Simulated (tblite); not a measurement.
C₇H₇O₂ (charge -1).
Bonds: O1–C2 (double), C2–O3, C2–C4, C4–C5 (double), C5–C6, C6–C7 (double), C7–C8, C8–C9, C4–C9. Hydrogens: H10 on C5; H11 on C6; H12 on C7; H13, H14 on C8; H15, H16 on C9.
Bond orders are those of one Lewis drawing.

Computed with GFN2-xTB (tblite), gas phase: nudged elastic band of 9 images (0 to 8), spring 0.2 eV/Å², climbing image at the end, force threshold 0.05 eV/Å. The top image wasn't refined or checked by frequencies; at this threshold it can lie a kcal/mol or more above the true saddle point of the method.

The band describes a rotation about C2–C4 (carboxylate carbon, fully substituted alkene carbon), followed by the dihedral O3–C2–C4–C9, from the optimised start (-14°) to a second optimised geometry at 167°.

Task: Give the energy profile along the converged band.

Result: 
```tsv
image	dihedral (°)	E (eV)	C2–C4 (Å)	O3···C9 (Å)	largest true force (eV/Å)
0	-14	0.000	1.556	2.81	0.01
1	8	0.009	1.555	2.79	0.03
2	30	0.030	1.554	2.85	0.05
3	52	0.051	1.554	2.98	0.04
4	75	0.060	1.555	3.16	0.04
5	98	0.055	1.555	3.35	0.04
6	121	0.037	1.555	3.51	0.04
7	144	0.012	1.555	3.64	0.04
8	167	0.000	1.556	3.70	0.01
```

Barriers of this band. The top is image 4 at 75°: 0.06 eV in either direction, as the ends lie within 0.002 eV of each other. The central bond is 0.001 Å shorter at the top than at the start.

Task: What rate follows at 200 K for crossing this barrier forward?

Result: Taking the electronic barrier for the free energy of activation (no zero-point or entropy terms, transmission 1), rate = (kT/h)·exp(−ΔE/kT) ≈ 1 × 10^11 s⁻¹, whose inverse is 8 × 10^-12 s. An error of 1 kcal/mol in the barrier changes this by a factor of 12, and the method and the loose band can each miss by that much or more. The barrier is only 3.5 kT, where transition-state theory is rough.

The cost below is that of the whole band run. Rough CPU time on one thread of a shared machine: about 6 s.
